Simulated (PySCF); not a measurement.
## Shieldings and the share of exact exchange

Molecule: `InChI=1S/C2H9BN2/c1-4-3-5-2/h3-5H,1-2H3`.

Geometry (Å), atoms numbered from 1 in this order:
```xyz
14

C    -2.323   -0.399    0.969
N    -1.246   -0.472    0.022
B     0.033    0.110    0.171
N     1.040    0.010   -0.817
C     2.370    0.546   -0.730
H    -2.646   -1.394    1.327
H    -1.996    0.174    1.848
H    -3.217    0.109    0.561
H    -1.465   -0.998   -0.816
H     0.279    0.722    1.190
H     0.849   -0.489   -1.678
H     3.149   -0.238   -0.749
H     2.480    1.093    0.217
H     2.597    1.255   -1.548
```

GIAO shieldings (ppm, equivalent atoms averaged) in PySCF 2.14.0 with density-fitted response routines on the PBE0-D3(BJ)/def2-SVP geometry, basis pcSseg-1, gas phase, non-relativistic:

| functional | exact exchange (%) | σ(C1/C5) | σ(N2/N4) | σ(B3) |
| --- | --- | --- | --- | --- |
| BLYP | 0 | 138.8 | 177.5 | 68.7 |
| BP86 | 0 | 143.5 | 182.8 | 71.9 |
| PBE | 0 | 144.1 | 181.9 | 71.5 |
| B3LYP | 20 | 143.9 | 185.2 | 71.0 |
| PBE0 | 25 | 149.7 | 190.8 | 74.4 |
| BHandHLYP | 50 | 150.1 | 195.1 | 74.9 |
| HF | 100 | 159.2 | 209.4 | 83.4 |

Task: Fit each shielding as a line in the percentage of exact exchange.

Result: σ(C1/C5) = 142.3 + 0.17 x (rms 2.1 ppm); σ(N2/N4) = 181.0 + 0.29 x (rms 1.9 ppm); σ(B3) = 70.3 + 0.12 x (rms 1.4 ppm). The functionals also differ in their semilocal parts, which the line can't hold; Hartree–Fock has no correlation at all.

Task: What does the line predict for mPW1PW91 (25 %), and what does the run give?

Result: σ(C1/C5): 146.6 predicted, 148.7 computed; σ(N2/N4): 188.2 predicted, 190.0 computed; σ(B3): 73.3 predicted, 74.3 computed ppm.
